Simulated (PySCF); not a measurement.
Excitation energy of Sr by level of theory

Sr [Kr] 5s2 (1S) → Sr [Kr] 5s1 6s1 (3S), as a difference of total energies. Calculation: PySCF 2.14, in dyall-av2z (22s16p11d, 125 functions); no relativity, point nucleus. Correlated levels: valence: [Kr] frozen; virtual orbitals above 40 to 60 times the deepest correlated orbital energy dropped. The calculations carry no spin-orbit coupling.

```csv
method,excitation energy (eV),difference from reference (eV)
UHF,2.757,-0.843
MP2 (valence),3.189,-0.411
SCS-MP2 (valence),3.321,-0.279
CCSD (valence),3.353,-0.247
```

Reference: 3.600 eV (measured; NIST levels).

These non-relativistic numbers lack the scalar-relativistic shift.

Errors of the correlated levels include the incompleteness of this basis and the frozen core.

With two correlated electrons CCSD is exact in that space.
